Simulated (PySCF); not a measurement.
## Polarisability and C₆ of Sm⁺ (samarium, charge +1)

[Xe] 4f6 6s1, high-spin 8F determinant. All numbers are calculated (PySCF 2.14, the spin-free X2C one-electron Hamiltonian (Gaussian nucleus), in x2c-TZVPPall with one added diffuse shell each of s, p, d, f type (12s8p8d5f2g, 129 functions)). Coupled (time-dependent) response in atomic units; α is the mean over directions.

| method | mean α (bohr³) | α xx, yy, zz | C₆ (like pair) | S(−4) |
| --- | --- | --- | --- | --- |
| UHF | 121.2 | 124.1, 124.1, 115.4 | 1212 | 12390 |

S(−4) is the Cauchy moment in α(ω) = α(0) + S(−4) ω² + …

Spin-orbit coupling is absent.

α(iu) at UHF:

| u (hartree) | α(iu) (bohr³) |
| --- | --- |
| 0 | 121.2 |
| 0.0500 | 96.94 |
| 0.100 | 62.27 |
| 0.200 | 28.96 |
| 0.300 | 17.75 |
| 0.500 | 10.23 |
| 0.750 | 6.899 |
| 1.00 | 5.169 |
| 1.50 | 3.284 |
| 2.00 | 2.290 |
| 3.00 | 1.319 |
| 5.00 | 0.6317 |

A single London oscillator, α(iu) = α/(1 + u²/ω²), gives C₆ = (3/4) ω α². Matching the computed C₆ needs ω = 4 × 1212 / (3 × 121.2²) = 0.110 hartree.

For an ion, C₆ is the dispersion term alone; charge-induced terms of lower order in 1/R come first.

The components differ because the open shell of this determinant is not spherical; for a pure term their mean is the scalar polarisability.

Spin-orbit coupling, absent here, splits the open shell strongly.
